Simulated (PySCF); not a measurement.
# How methods differ on the excitation energy of Ru

Ru [Kr] 4d7 5s1 (5F) → Ru [Kr] 4d7 5p1 (high-spin determinant), as a difference of total energies. All numbers are calculated (PySCF 2.14, the spin-free X2C one-electron Hamiltonian (Gaussian nucleus), in x2c-TZVPPall). Correlated levels: valence: [Kr] frozen; valence and next inner shell: [Ar] 3d10 frozen. The calculations carry no spin-orbit coupling.

```json
{"method": "UHF", "excitation energy (cm⁻¹)": "24196"}
{"method": "LDA", "excitation energy (cm⁻¹)": "29669"}
{"method": "PBE", "excitation energy (cm⁻¹)": "28538"}
{"method": "PBE0", "excitation energy (cm⁻¹)": "27717"}
{"method": "r2SCAN", "excitation energy (cm⁻¹)": "28644"}
{"method": "BP86", "excitation energy (cm⁻¹)": "28877"}
{"method": "B2PLYP", "excitation energy (cm⁻¹)": "27707"}
{"method": "PBEsol", "excitation energy (cm⁻¹)": "28980"}
{"method": "LC-wPBE", "excitation energy (cm⁻¹)": "26850"}
{"method": "MP2 (valence)", "excitation energy (cm⁻¹)": "27543"}
{"method": "SCS-MP2 (valence)", "excitation energy (cm⁻¹)": "26630"}
{"method": "MP2 (valence and next inner shell)", "excitation energy (cm⁻¹)": "28782"}
{"method": "SCS-MP2 (valence and next inner shell)", "excitation energy (cm⁻¹)": "27688"}
```

A first-order spin-orbit estimate (lowest level to lowest level, LS coupling) adds 0.023 eV.

The basis was made for the ground configuration and has no added diffuse functions, so the excitation energy can come out too high.

The determinant of the upper state mixes LS terms, which raises its energy above the lowest term, most at the Hartree-Fock and MP2 levels.
